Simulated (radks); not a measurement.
The numbers below are computed, except where a source is named.
Spherical quantum dot in the effective-mass picture: electrons in a well V = -V0 / (1 + exp((r - R)/a)) with V0 = 18.8, R = 2.6, a = 0.09, with a point charge +2 (a donor) at the centre, all in effective atomic units (hartree* = m*/eps^2 hartree, bohr* = eps/m* bohr), one dielectric constant everywhere. Level of theory: non-relativistic Kohn-Sham, PBE, spin-polarised, spherical densities (a radial shooting solver with Libxc functionals). Levels are named by radial order and angular momentum (1s, 1p, 1d, 2s, ...), and open shells are averaged over m. Results are scaled to m* = 0.161 and eps = 6.9, for which hartree* = 92.02 meV and bohr* = 2.268 nm.

N = 24, configuration 1s2 1p6 1d10 2s2 1f(up 4, down 0). This is the lowest configuration that the search found. Occupied and some empty levels:

level,occupation,eigenvalue (meV),<r> (nm)
1s up,1,-704.23,3.433
1s down,1,-700.00,3.364
1p up,3,-654.57,4.108
1p down,3,-648.47,4.092
1d up,5,-591.58,4.320
1d down,5,-584.89,4.312
2s up,1,-580.37,2.501
2s down,1,-577.94,2.553
1f up,4,-509.25,4.476
1f down,0,-502.19,4.471
1g up,0,-408.88,4.604
1g down,0,-401.58,4.601
2p up,0,-393.66,3.162
2p down,0,-391.00,3.162
2d up,0,-251.98,3.562
2d down,0,-248.44,3.559

Energy (meV): total -27267.8, kinetic 4301.2, external -43489, Hartree 13291, exchange-correlation -1370.9.
